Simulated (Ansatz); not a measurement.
MgTe₂ (the lowest singlet isomer of a short search), 3 atoms. Hardware: 4 threads of Arm Neoverse V2 on a shared host.

In the def2 sets Te takes a core potential; there is no spin–orbit coupling. Correlated methods freeze 9 core orbitals; core or outer-core shells of Mg, Te are correlated, in sets that lack core-valence functions.

Q: How many basis functions does each of these Ansatz runs have, and roughly what does it cost? HF/STO-3G, charge 0 singlet, energy; PBE with 15 % exact exchange/def2-TZVP, charge 0 quintet, energy, from earlier orbitals; MP2/def2-TZVP, charge 0 singlet, energy, from earlier orbitals; r2SCAN-D4/def2-TZVPD, charge -1 doublet at the geometry of the charge 0 singlet, energy, from earlier orbitals; PBE0-D4/def2-TZVP, charge 0 unrestricted singlet, energy, from earlier orbitals; r2SCAN-D4/def2-TZVP, charge 0 triplet, energy, from earlier orbitals; RPA@PBE/def2-TZVP, charge 0 singlet, energy, from earlier orbitals; PBE0-D4/def2-SVP, charge 0 unrestricted singlet, energy with a search over starts; PBE0-D4/def2-SVP, charge 0 singlet, energy with a search over starts; BHLYP-D4/def2-TZVP, charge 0 quintet, energy, from earlier orbitals; PBE-D4/def2-TZVP, charge 0 triplet, energy, from earlier orbitals; MP2/def2-TZVP, charge 0 quintet, energy, from earlier orbitals.

A: Other jobs shared the machine, so times can vary by a factor of up to 3. A dash marks memory too small to be measured apart from the calling script's.

```
                                                                                                           run  functions  fitting or Cholesky vectors  wall time  peak host memory (GiB)
                                                                           HF/STO-3G, charge 0 singlet, energy         63                          645     0.35 s                       –
                                          PBE0-D4/def2-SVP, charge 0 singlet, energy with a search over starts         70                          810     0.95 s                       –
                                                MP2/def2-TZVP, charge 0 singlet, energy, from earlier orbitals        132                         1240      1.1 s                       –
                                             PBE-D4/def2-TZVP, charge 0 triplet, energy, from earlier orbitals        132                         1060      1.8 s                       –
                                            RPA@PBE/def2-TZVP, charge 0 singlet, energy, from earlier orbitals        132                         1240      2.2 s                       –
                       PBE with 15 % exact exchange/def2-TZVP, charge 0 quintet, energy, from earlier orbitals        132                         1110      2.6 s                       –
                             PBE0-D4/def2-SVP, charge 0 unrestricted singlet, energy with a search over starts         70                          810      3.3 s                       –
                                                MP2/def2-TZVP, charge 0 quintet, energy, from earlier orbitals        132                         1240      3.7 s                       –
                                          r2SCAN-D4/def2-TZVP, charge 0 triplet, energy, from earlier orbitals        132                         1060      3.9 s                       –
r2SCAN-D4/def2-TZVPD, charge -1 doublet at the geometry of the charge 0 singlet, energy, from earlier orbitals        153                         1206      4.4 s                       –
                               PBE0-D4/def2-TZVP, charge 0 unrestricted singlet, energy, from earlier orbitals        132                         1164        7 s                       –
                                           BHLYP-D4/def2-TZVP, charge 0 quintet, energy, from earlier orbitals        132                         1240       11 s                       –
```
